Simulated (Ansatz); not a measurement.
`[CH3][SnH2][N]=C=O`, 10 atoms. The species carries charge 0 and has multiplicity 1. Correlated methods include outer-core shells of Sn, which these sets cover unevenly. Sn: def2 effective core potential. Hardware: A = 2 threads of an AMD EPYC 7R13 on a shared host; B = 2 threads of an AMD EPYC 7R13 on a shared host and a share of an NVIDIA H100 80 GB. Correlated methods freeze the cores. Open-shell runs search over several starts.

How many basis functions does each run have, and how long does it take in Ansatz? UKS PBE0-D4/def2-TZVPP energy of the cation [A]; RKS PBE0-D4/def2-QZVPP energy [B]; UHF-CCSD(T)/def2-TZVPP energy of the cation [B]; RHF-MP2/def2-QZVPP energy [B]; RKS r2SCAN0-D4/def2-TZVPP energy [A]; direct RPA on PBE orbitals/def2-TZVPP energy [A]; RHF-CCSD(T)/def2-TZVPP energy [B]; RKS PBE0-D4/def2-SVP energy [A]; UKS B2PLYP (frozen core)/def2-TZVPP energy of the cation [A]; UHF-MP2/def2-QZVPP energy of the cation [B]; RKS CAM-B3LYP-D4/def2-TZVPP energy [A]; RHF-CCSD(T)/def2-SVP energy [A]. (Estimate.)

The calculation gave: Other jobs shared the machine, so times are rough.

```json
{"level": "RKS PBE0-D4/def2-SVP", "job": "energy [A]", "functions": "107", "wall time": "1.7 s", "peak host memory (GiB)": "0.53"}
{"level": "RKS PBE0-D4/def2-QZVPP", "job": "energy [B]", "functions": "460", "wall time": "2.4 s", "peak host memory (GiB)": "0.92"}
{"level": "RHF-MP2/def2-QZVPP", "job": "energy [B]", "functions": "460", "wall time": "3.3 s", "peak host memory (GiB)": "0.95"}
{"level": "RHF-CCSD(T)/def2-TZVPP", "job": "energy [B]", "functions": "244", "wall time": "3.5 s", "peak host memory (GiB)": "0.81"}
{"level": "RKS CAM-B3LYP-D4/def2-TZVPP", "job": "energy [A]", "functions": "244", "wall time": "4.3 s", "peak host memory (GiB)": "0.66"}
{"level": "RKS r2SCAN0-D4/def2-TZVPP", "job": "energy [A]", "functions": "244", "wall time": "6 s", "peak host memory (GiB)": "0.61"}
{"level": "direct RPA on PBE orbitals/def2-TZVPP", "job": "energy [A]", "functions": "244", "wall time": "7.5 s", "peak host memory (GiB)": "0.61"}
{"level": "RHF-CCSD(T)/def2-SVP", "job": "energy [A]", "functions": "107", "wall time": "11 s", "peak host memory (GiB)": "0.58"}
{"level": "UHF-MP2/def2-QZVPP", "job": "energy of the cation [B]", "functions": "460", "wall time": "16 s", "peak host memory (GiB)": "1"}
{"level": "UHF-CCSD(T)/def2-TZVPP", "job": "energy of the cation [B]", "functions": "244", "wall time": "21 s", "peak host memory (GiB)": "1.1"}
{"level": "UKS PBE0-D4/def2-TZVPP", "job": "energy of the cation [A]", "functions": "244", "wall time": "24 s", "peak host memory (GiB)": "1.2"}
{"level": "UKS B2PLYP (frozen core)/def2-TZVPP", "job": "energy of the cation [A]", "functions": "244", "wall time": "45 s", "peak host memory (GiB)": "1"}
```
